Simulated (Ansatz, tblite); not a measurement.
Forces on TaF₅ at its PBE0-D4/def2-SVP geometry. Charge 0, multiplicity 1.

In the def2 sets Ta takes a core potential; there is no spin–orbit coupling. The xTB rows come from tblite.

GFN1-xTB (tblite), largest force 1.38 eV/Å:

```xyz
6
positions Å, forces eV/Å
Ta    0.000    0.000    0.000    0.000    0.000    0.000
F    -0.746    1.645    0.522    0.546   -1.205   -0.382
F     0.746   -1.645   -0.522   -0.546    1.204    0.382
F     1.461    0.889   -0.715   -0.874   -0.532    0.428
F    -1.486   -0.339   -1.054    0.890    0.203    0.631
F     0.025   -0.550    1.770   -0.015    0.329   -1.059
```

GFN2-xTB (tblite), largest force 0.97 eV/Å:

```
Ta 0.000 0.000 0.000
F 0.386 -0.853 -0.270
F -0.387 0.852 0.270
F -0.375 -0.228 0.184
F 0.381 0.087 0.270
F -0.006 0.141 -0.454
```

PBE0-D4/def2-TZVP (Ansatz), largest force 0.27 eV/Å:

```
Ta -0.001 0.000 0.000
F 0.070 -0.154 -0.049
F -0.070 0.154 0.049
F -0.214 -0.130 0.105
F 0.218 0.050 0.155
F -0.004 0.081 -0.260
```
